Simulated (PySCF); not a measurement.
lithium fluoride (FLi), singlet, geometry from GFN2-xTB (such geometries of metal compounds can be far from the true shape); PySCF with M062X/def2-TZVP.

The PySCF input:
```python
from pyscf import gto, scf, dft

mol = gto.Mole()
mol.atom = '''
    Li   -0.00000000   -0.00000000   -1.14043347
    F     0.00000000    0.00000000    0.38014449
'''
mol.basis = 'def2-tzvp'
mol.verbose = 4
mol.build()

mf = dft.RKS(mol)
mf.xc = 'm062x'
mf.kernel()
```

### Question
Write the output that PySCF gives for this input, abridged.

### Answer

```
PySCF version 2.14.0

[INPUT] verbose = 4
[INPUT] num. atoms = 2
[INPUT] num. electrons = 12
[INPUT] charge = 0
[INPUT] spin (= nelec alpha-beta = 2S) = 0
[INPUT] symmetry False subgroup None
[INPUT] Mole.unit = angstrom
[INPUT] Symbol           X                Y                Z      unit          X                Y                Z       unit  Magmom
[INPUT]  1 Li     0.000000000000   0.000000000000  -1.140433470000 AA    0.000000000000   0.000000000000  -2.155106921587 Bohr   0.0
[INPUT]  2 F      0.000000000000   0.000000000000   0.380144490000 AA    0.000000000000   0.000000000000   0.718368973862 Bohr   0.0

nuclear repulsion = 9.39628553792796
number of shells = 19
number of NR pGTOs = 66
number of NR cGTOs = 45
basis = def2-tzvp
ecp = {}

******** <class 'pyscf.dft.rks.RKS'> ********
method = RKS
initial guess = minao
damping factor = 0
level_shift factor = 0
DIIS = <class 'pyscf.scf.diis.CDIIS'>
diis_start_cycle = 1
diis_space = 8
diis_damp = 0
SCF conv_tol = 1e-09
SCF conv_tol_grad = None
SCF max_cycles = 50
direct_scf = True
direct_scf_tol = 1e-13
XC library pyscf.dft.libxc version 7.1.2
    S. Lehtola, C. Steigemann, M. J. T. Oliveira, and M. A. L. Marques,  SoftwareX 7, 1–5 (2018)
XC functionals = m062x
    Y. Zhao and D. G. Truhlar,  Theor. Chem. Acc. 120, 215 (2008)
    Y. Zhao and D. G. Truhlar,  Theor. Chem. Acc. 120, 215 (2008)
radial grids:
    Treutler-Ahlrichs [JCP 102, 346 (1995); DOI:10.1063/1.469408] (M4) radial grids

becke partition: Becke, JCP 88, 2547 (1988); DOI:10.1063/1.454033
pruning grids: <function nwchem_prune>
grids dens level: 3
symmetrized grids: False
atomic radii adjust function: <function treutler_atomic_radii_adjust>
small_rho_cutoff = 0
Set gradient conv threshold to 3.16228e-05
Initial guess from minao.
tot grids = 27984
init E= -107.15163092594
  HOMO = -0.602902031877551  LUMO = -0.0837650698145396  gap/eV = 14.12644
cycle= 1 E= -107.333782556773  delta_E= -0.182  |g|= 0.731  |ddm|= 0.748
  HOMO = -0.170444675150523  LUMO = -0.044010055252599  gap/eV = 3.44046
cycle= 2 E= -107.239511292342  delta_E= 0.0943  |g|= 1.13  |ddm|= 0.812
  HOMO = -0.360452281111898  LUMO = -0.040226003928538  gap/eV = 8.71380
cycle= 3 E= -107.428767915701  delta_E= -0.189  |g|= 0.0121  |ddm|= 0.458
  HOMO = -0.365283247447941  LUMO = -0.0412885215761065  gap/eV = 8.81635
cycle= 4 E= -107.428813913189  delta_E= -4.6e-05  |g|= 0.00305  |ddm|= 0.0154
  HOMO = -0.365820328489985  LUMO = -0.04134190474457  gap/eV = 8.82951
cycle= 5 E= -107.428816530408  delta_E= -2.62e-06  |g|= 0.000483  |ddm|= 0.00327
  HOMO = -0.365742526052431  LUMO = -0.0413856172545835  gap/eV = 8.82620
cycle= 6 E= -107.428816609533  delta_E= -7.91e-08  |g|= 0.000123  |ddm|= 0.000606
  HOMO = -0.365704649011438  LUMO = -0.0413950960409366  gap/eV = 8.82491
cycle= 7 E= -107.428816615538  delta_E= -6e-09  |g|= 1.1e-05  |ddm|= 0.000177
  HOMO = -0.365702496992946  LUMO = -0.0413856453619559  gap/eV = 8.82511
cycle= 8 E= -107.428816615698  delta_E= -1.6e-10  |g|= 2.39e-06  |ddm|= 3.52e-05
  HOMO = -0.365703149073237  LUMO = -0.0413860337797658  gap/eV = 8.82512
Extra cycle  E= -107.4288166157  delta_E= -2.61e-12  |g|= 1.57e-06  |ddm|= 3.52e-06
converged SCF energy = -107.4288166157
```
